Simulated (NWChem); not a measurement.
System: GaNH₃Cl₂ cation, singlet

The following NWChem deck was run.

```
start job
memory heap 200 mb stack 900 mb global 1100 mb
charge 1
geometry units angstroms noautosym nocenter noautoz
  Ga    -0.075750    -0.001957    -0.001479
  Cl     0.639826    -1.972947    -0.000202
  Cl     0.626693     1.974254     0.001728
  N     -2.118678    -0.005462    -0.000533
  H     -2.501655    -0.190163    -0.945893
  H     -2.506162     0.904456     0.307425
  H     -2.505302    -0.740400     0.618952
end
basis spherical
  Ga library cc-pvtz
  Cl library cc-pvtz
  N library cc-pvtz
  H library cc-pvtz
end
dft
  xc pbe0
  iterations 150
  semidirect filesize 400000000
end
property
  efieldgrad
end
task dft property
```

Parts of the log:

```
             Northwest Computational Chemistry Package (NWChem) 7.3.0
             --------------------------------------------------------

                             Geometry "geometry" -> ""
                             -------------------------

 Output coordinates in angstroms (scale by  1.889725989 to convert to a.u.)

  No.       Tag          Charge          X              Y              Z
 ---- ---------------- ---------- -------------- -------------- --------------
    1 Ga                  31.0000    -0.07575000    -0.00195700    -0.00147900
    2 Cl                  17.0000     0.63982600    -1.97294700    -0.00020200
    3 Cl                  17.0000     0.62669300     1.97425400     0.00172800
    4 N                    7.0000    -2.11867800    -0.00546200    -0.00053300
    5 H                    1.0000    -2.50165500    -0.19016300    -0.94589300
    6 H                    1.0000    -2.50616200     0.90445600     0.30742500
    7 H                    1.0000    -2.50530200    -0.74040000     0.61895200

 Effective nuclear repulsion energy (a.u.)     442.9063539373

                              NWChem Property Module
                              ----------------------

  itol2e modified to match energy
  convergence criterion.

                                 NWChem DFT Module
                                 -----------------

 Summary of "ao basis" -> "ao basis" (spherical)
 ------------------------------------------------------------------------------
       Tag                 Description            Shells   Functions and Types
 ---------------- ------------------------------  ------  ---------------------
 Ga                         cc-pvtz                 15       43   6s5p3d1f
 Cl                         cc-pvtz                 12       34   5s4p2d1f
 N                          cc-pvtz                 10       30   4s3p2d1f
 H                          cc-pvtz                  6       14   3s2p1d

  itol2e modified to match energy
  convergence criterion.

[...]

          -----------------------
          Electric field gradient
          -----------------------

 1 a.u. = 0.324123 10**(16) esu/cm**3  ( or statvolts/cm**2 ) = 0.97174 10**(22) v/m**2

 ------------------------------------------------------------
   Atom      X         Y         Z
 ------------------------------------------------------------
    1 Ga  -0.14315  -0.00370  -0.00279
 ------------------------------------------------------------

 Electric field gradient in molecular frame (a.u.)
         XX             YY             ZZ             XY             XZ             YZ
 ------------------------------------------------------------------------------------------
        0.283352       1.761955      -2.045307      -0.006224       0.000858       0.001871

 Principal components (a.u.) and orientation
 of principal axis w.r.t. absolute frame                      Asymmetry parameter eta
 --------------------------------------------------------------------------------------
       -2.045308       1.761982       0.283326                       0.722950

       -0.000370      -0.004209       0.999991
       -0.000492       0.999991       0.004209
        1.000000       0.000490       0.000372

 ------------------------------------------------------------
   Atom      X         Y         Z
 ------------------------------------------------------------
    2 Cl   1.20910  -3.72833  -0.00038
 ------------------------------------------------------------

 Electric field gradient in molecular frame (a.u.)
         XX             YY             ZZ             XY             XZ             YZ
 ------------------------------------------------------------------------------------------
        1.023477      -1.948206       0.924728       1.162250      -0.003577       0.005419

 Principal components (a.u.) and orientation
 of principal axis w.r.t. absolute frame                      Asymmetry parameter eta
 --------------------------------------------------------------------------------------
       -2.348788       1.424053       0.924735                       0.212585

       -0.325841       0.945421       0.002433
        0.945422       0.325835       0.002871
       -0.001921      -0.003236       0.999993

 ------------------------------------------------------------
   Atom      X         Y         Z
 ------------------------------------------------------------
    3 Cl   1.18428   3.73080   0.00327
 ------------------------------------------------------------

 Electric field gradient in molecular frame (a.u.)
         XX             YY             ZZ             XY             XZ             YZ
 ------------------------------------------------------------------------------------------
        1.040975      -1.963074       0.922098      -1.136953      -0.004617      -0.008411

 Principal components (a.u.) and orientation
 of principal axis w.r.t. absolute frame                      Asymmetry parameter eta
 --------------------------------------------------------------------------------------
       -2.344886       1.422766       0.922120                       0.213506

        0.318329       0.947978       0.002297
        0.947976      -0.318319      -0.003821
        0.002891      -0.003394       0.999990

 ------------------------------------------------------------
   Atom      X         Y         Z
 ------------------------------------------------------------
    4 N   -4.00372  -0.01032  -0.00101
 ------------------------------------------------------------

[...]
```

Level: PBE0/cc-pVTZ. Low-valent species are run as closed-shell singlets; no triplet was tried in these runs. Coordinates come from a PBE-D3(BJ)/def2-SVP optimisation. NWChem prints the field gradient with the sign opposite to the second derivative of the potential.
